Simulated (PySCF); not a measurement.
## Spinor energies of Nb (niobium, neutral)

Start: [Kr] 4d4 5s1; 4d3/2 filled at m_j = -3/2, -1/2, +1/2, +3/2; 5s1/2 filled at m_j = +1/2. Calculated with PySCF 2.14 in x2c-SVPall-2c: generalised Hartree-Fock with the X2C-1e Hamiltonian and a Gaussian nucleus; one run each with spin-orbit coupling (SO) switched off, then screened by Boettger's factors.

```csv
spinor shell,electrons,"ε, spin-free (eV)","ε, screened SO (eV)",weight of nominal j (screened SO),"rms radius, screened SO (bohr)"
1s1/2,2,-19083.5,-19082.6,1.000,0.0415
2s1/2,2,-2741.3,-2741.0,1.000,0.171
2p1/2,2,-2442.1,-2508.2,1.000,0.149
2p3/2,4,-2442.1,-2410.8,1.000,0.154
3s1/2,2,-488.45,-488.36,1.000,0.471
3p1/2,2,-387.63,-398.78,1.000,0.471
3p3/2,4,-387.63,-382.30,1.000,0.482
3d3/2,4,-222.73,-224.62,0.979,0.472
3d5/2,6,-222.73,-221.37,0.986,0.475
4s1/2,2,-72.124,-72.092,1.000,1.24
4p1/2,2,-42.883,-46.973,0.671,1.42
4p3/2,4,-42.883,-40.844,0.835,1.40
4d3/2,4,-7.862,-7.868,0.522,2.36
5s1/2,1,-6.269,-6.263,0.998,4.10
```

```
   quantity    spin-free  screened SO
E (hartree)  -3816.69903  -3817.09056
        M_J          1/2          1/2
       ⟨J²⟩        4.760        4.624
       ⟨L²⟩        6.006        6.006
       ⟨S²⟩        8.754        8.750
```

The determinant has a definite M_J but mixes levels of different J.

Each row is a mean over spinors that exchange with the open shell spreads, by up to 4.401 eV (4p3/2).

Rows whose weight is well below 1 are mixtures of j = l ± 1/2: exchange outweighs spin-orbit coupling there, and the label is only the starting occupation.

Breit and QED terms are absent; they matter most for the inner s and p1/2 levels.

Densities and radii are taken from the X2C orbitals without a picture-change correction, which distorts them close to the nucleus.

Without spin-orbit coupling the j labels of p, d and f shells carry no meaning; the spin-free column gives the mean over the occupied spinors of each nl shell, and its ⟨J²⟩ belongs to a mixture of degenerate components.
